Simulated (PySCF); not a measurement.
[PySCF 2.14.0 with density-fitted response routines: σ from GIAO-PBE0/pcSseg-1; geometry: GFN2-xTB; non-relativistic; no solvent; a single conformation; rapidly exchanging positions averaged]

Chemical shifts δ = σref − σ; 1H (31.72 ppm), 13C (186.93 ppm) against TMS, all at this level. Shifts are as computed. Against solution values, carbons near 30 ppm lie about +3 ppm off and those near 130 ppm about +5 ppm; carbons on Cl a further +6 ppm. Of 1211 compounds with measured shifts, 218 miss one by over three times the rms of a fit or turn the order of signals round; such compounds aren't used in these exercises. Carbons bonded to Cl come out too deshielded. OH and NH positions are gas-phase values without hydrogen bonding to other molecules.

**Question.** Order these molecules by the shift of their most deshielded carbon-bound hydrogen, lowest δ first.
A. C=C[P@](=O)(O)C(=C)C
B. C[Si](Cl)(Cl)[Si](Cl)(Cl)Cl
C. C/C=C(\Cl)C(C)(C)[SiH3]
D. C#CCn1cc(C#N)nn1

**Answer.** B (0.80 ppm, hydrogen on a methyl carbon bonded to Si), C (5.59 ppm, hydrogen on an alkene CH), A (6.66 ppm, hydrogen on a terminal =CH2 carbon), D (8.29 ppm, hydrogen on an aromatic CH next to a ring nitrogen).

**Question.** Order these molecules by the shift of their most shielded carbon-bound hydrogen, lowest δ first.
A. C/C=C(\Cl)C(C)(C)[SiH3]
B. C=C[P@](=O)(O)C(=C)C
C. C[Si](Cl)(Cl)[Si](Cl)(Cl)Cl

**Answer.** C (0.80 ppm, hydrogen on a methyl carbon bonded to Si), A (1.32 ppm, hydrogen on a methyl carbon), B (2.08 ppm, hydrogen on an allylic methyl carbon).

**Question.** How many 13C and 1H signals does each give (equivalence by symmetry and fast rotation, but not about amide C–N or C=N bonds)? `C/C=C(\Cl)C(C)(C)[SiH3]`, `C#CCn1cc(C#N)nn1`, `C[Si](Cl)(Cl)[Si](Cl)(Cl)Cl`, `C=C[P@](=O)(O)C(=C)C`

**Answer.** C/C=C(\Cl)C(C)(C)[SiH3]: 5 C, 4 H; C#CCn1cc(C#N)nn1: 6 C, 3 H; C[Si](Cl)(Cl)[Si](Cl)(Cl)Cl: 1 C, 1 H; C=C[P@](=O)(O)C(=C)C: 5 C, 7 H.
